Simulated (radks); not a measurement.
The numbers below are computed, except where a source is named.
K2+, 17 electrons, occupied as [He] 2s2 2p4 3s2 3p5 4p2 (not the ground configuration). Level of theory: scalar-relativistic Kohn-Sham, MS2 meta-GGA, spin-polarised, spherical densities, finite nucleus; open shells are filled with parallel spins first; meta-GGA in the generalised Kohn-Sham scheme; Fermi nuclear charge, rms radius 3.4349 fm (a radial shooting solver on a logarithmic mesh with Libxc functionals).

Radial electron density D(r) = 4 pi r^2 rho(r):

r (bohr),D(r) (e/bohr),spin D(r)
0.003923,0.8091,0.000322
0.005108,1.305,0.000552
0.006598,2.047,0.000952
0.008591,3.201,0.00174
0.01119,4.893,0.00333
0.01457,7.260,0.00680
0.01882,10.26,0.0144
0.0245,13.96,0.0324
0.0319,17.81,0.0745
0.04121,20.88,0.166
0.05366,22.24,0.370
0.06988,21.02,0.781
0.09026,17.85,1.50
0.1175,14.68,2.70
0.153,14.24,4.25
0.1993,16.82,5.67
0.2574,18.93,6.12
0.3352,16.58,5.05
0.4365,10.32,3.05
0.5638,6.030,1.66
0.7342,6.482,1.37
0.956,7.901,1.35
1.235,6.123,0.862
1.608,2.751,0.383
2.094,1.096,0.528
2.726,0.9271,0.858
3.522,0.7029,0.699
4.586,0.2520,0.252
5.971,0.03831,0.0383
7.714,0.002278,0.00228

D(r) has 3 maxima, at r = 0.0545, 0.264, 0.956 bohr, and minima at 0.139, 0.621 bohr, inside which lie 2.21, 8.26 electrons.
